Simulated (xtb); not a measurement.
Te(GeH3)2 (Ge2H6Te), SMILES [GeH3][Te][GeH3]. All values are semi-empirical tight-binding results from xtb (GFN2-xTB unless named), good for trends rather than for accurate numbers. Geometry: GFN2-xTB. This is a generated structure with no PubChem entry under its InChIKey; it may be hypothetical.

The geometry has at least one imaginary mode, so it is a saddle point at that level.

For metal compounds this method's bond lengths and energies can be far off.

```yaml
orbital_gap: 4.52 eV
```
